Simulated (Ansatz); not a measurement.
`C=C1N[SiH2]1`. Total charge 0; spin multiplicity 1. All single points use the PBE0-D4/def2-TZVP geometry.

```xyz
9

C    -0.195    0.861   -1.450
C     0.031    0.247   -0.297
N     0.778   -0.852    0.145
Si   -0.181   -0.243    1.432
H    -0.850    1.720   -1.491
H     0.271    0.531   -2.373
H     1.025   -1.664   -0.398
H    -1.409   -0.958    1.853
H     0.532    0.357    2.581
```

Problem. What is the dipole moment at ωB97M-V/def2-TZVPP? (An estimate is asked.)

Solution. Ansatz gave: 1.62 D, with components (-0.21, -1.25, 1.01) D in this frame, pointing from negative to positive charge.

Problem. And with PBE, r2SCAN, B3LYP? (An estimate is asked.)

Solution. The calculation gave: PBE 1.51 D, r2SCAN 1.57 D, B3LYP 1.59 D.

Problem. Give the Mulliken charges with ωB97M-V, PBE, r2SCAN in def2-TZVPP. (Estimate.)

Solution. The calculation gave: 
```json
{"atom": "C1", "ωB97M-V": "-0.28", "PBE": "-0.26", "r2SCAN": "-0.31"}
{"atom": "C2", "ωB97M-V": "0.03", "PBE": "0.04", "r2SCAN": "0.05"}
{"atom": "N3", "ωB97M-V": "-0.35", "PBE": "-0.30", "r2SCAN": "-0.39"}
{"atom": "Si4", "ωB97M-V": "0.35", "PBE": "0.32", "r2SCAN": "0.48"}
{"atom": "H5", "ωB97M-V": "0.09", "PBE": "0.09", "r2SCAN": "0.08"}
{"atom": "H6", "ωB97M-V": "0.09", "PBE": "0.07", "r2SCAN": "0.07"}
{"atom": "H7", "ωB97M-V": "0.12", "PBE": "0.15", "r2SCAN": "0.15"}
{"atom": "H8", "ωB97M-V": "-0.03", "PBE": "-0.06", "r2SCAN": "-0.08"}
{"atom": "H9", "ωB97M-V": "-0.02", "PBE": "-0.05", "r2SCAN": "-0.07"}
```

B3LYP here is the variant with VWN-RPA as its local correlation; programs differ in this.
